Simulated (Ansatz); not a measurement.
S4, SMILES S=[S][S]=S (connectivity only; charge and spin as stated), neutral, multiplicity 1.

Coordinates come from a ωB97X-D3(BJ)/def2-SVP optimisation. One conformer was computed; it need not be the lowest.

Two levels are set side by side: PBE/def2-SVPD (Ansatz, a quantum-chemistry and plane-wave program) and CAM-B3LYP/def2-SVPD (Ansatz). Energy differences of separate SCF runs at the same geometry; the states with an electron removed or added have multiplicity 2 and 2. Differences are taken from unrounded values.

```
quantity                           CAM-B3LYP   PBE  PBE minus CAM-B3LYP
---------------------------------  ---------  ----  -------------------
vertical ionisation energy (eV)         8.78  8.96                 0.18
vertical electron affinity (eV)         2.61  2.07                -0.54
vertical singlet–triplet gap (eV)       0.23  0.91                 0.68
```
